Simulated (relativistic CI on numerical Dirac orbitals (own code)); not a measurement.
What each ingredient does to the levels of Ho LXV

Base calculation: Dirac-Coulomb-Breit CI, orbitals from a KLI potential per configuration, model QED (radiative potential, 1s self-energy scaled to tabulated hydrogen-like ionisation energies), unscaled Slater integrals.

Configuration list (outside the closed core 1s2): 2s, 2p, 3s, 3p, 3d, 4s, 4p, 4d, 4f, 5s, 5p, 5d, 5f, 5g. Levels of other configurations are missing.

The lowest level and the first level of each name with at least 55 % of one term (blank where a level has no safe partner in the second run):

```
     Level  Base (eV)  Shift (eV)
 2s 2S_1/2        0.0         0.0
2p 2P°_1/2      165.1       -12.0
2p 2P°_3/2     1126.6        +2.0
 3s 2S_1/2     8890.5        +8.2
3p 2P°_1/2     8935.4        +5.1
3p 2P°_3/2     9221.8        +8.8
 3d 2D_3/2     9233.6       +11.2
 3d 2D_5/2     9316.8       +11.4
 4s 2S_1/2    11943.2       +10.1
4p 2P°_1/2    11961.4        +8.9
4p 2P°_3/2    12081.6       +10.3
 4d 2D_3/2    12086.6       +11.3
 4d 2D_5/2    12121.9       +11.4
4f 2F°_5/2    12122.1       +11.4
```

At this charge energies of transitions that change n are usually good to better than 1 %, and those within a shell (Δn = 0) to a few per cent.

Q: One thing was changed in a second run, which moved the levels as shown. Which?
A. configuration mixing switched off
B. Breit term removed
C. QED terms removed
D. P86 correlation estimate

A: B. Breit term removed. The Breit term mainly narrows fine-structure intervals, so removing it widens them.
